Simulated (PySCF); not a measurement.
3-bromobuta-1,2-diene (C4H5Br), SMILES C=C=C(C)Br.

Geometry: B3LYP-D3(BJ)/def2-SVP.

Two levels are set side by side: PBE/def2-TZVP (PySCF) and CAM-B3LYP/def2-TZVP (PySCF). Same geometry, gas phase. Differences are taken from unrounded values.

| quantity | PBE |
|---|---|
| orbital gap (eV) | 3.90 |
| highest occupied level (eV) | -5.93 |
| lowest empty level (eV) | -2.02 |
| dipole moment (D) | 1.74 |
| mean polarisability (bohr³) | 74.4 |

**Question.** These are the PBE values. What does CAM-B3LYP give? (An estimate is asked for; the answer gives what the named calculation found.)

**Answer.** 
```tsv
quantity	CAM-B3LYP	PBE minus CAM-B3LYP
orbital gap (eV)	8.44	-4.53
highest occupied level (eV)	-8.37	2.45
lowest empty level (eV)	0.06	-2.09
dipole moment (D)	1.83	-0.08
mean polarisability (bohr³)	72.0	2.4
```

Without exact exchange PBE keeps part of each electron's self-repulsion, which lifts occupied levels and narrows the gap. Loosely held outer electrons make PBE densities more polarisable. Differences between two approximate levels are no errors against the true value.

Rough cost on one machine, each run with all the roots and properties that it gave: CAM-B3LYP against PBE within a factor of 2.
